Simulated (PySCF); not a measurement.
How methods differ on the excitation energy of Ru

Ru [Kr] 4d7 5s1 (5F) → Ru [Kr] 4d8 (3F), as a difference of total energies. Calculation: PySCF 2.14, in aug-cc-pVTZ-PP with one added diffuse shell each of s, p, d, f, g type with ECP28MDF (7s7p6d4f3g, 113 functions); scalar relativity through the core potential. Correlated levels: valence: 4s2 4p6 frozen. The calculations carry no spin-orbit coupling.

```json
{"method": "UHF", "excitation energy (eV)": "2.294"}
{"method": "LDA", "excitation energy (eV)": "1.131"}
{"method": "PBE", "excitation energy (eV)": "1.203"}
{"method": "PBE0", "excitation energy (eV)": "1.322"}
{"method": "r2SCAN", "excitation energy (eV)": "1.580"}
{"method": "PW91", "excitation energy (eV)": "1.206"}
{"method": "M06", "excitation energy (eV)": "0.945"}
{"method": "r2SCAN0", "excitation energy (eV)": "1.582"}
{"method": "MP2 (valence)", "excitation energy (eV)": "1.145"}
{"method": "SCS-MP2 (valence)", "excitation energy (eV)": "0.869"}
```

How much does correlation contribute at MP2 (valence)?

1.145 − (2.294) = -1.149 eV, measured against UHF.
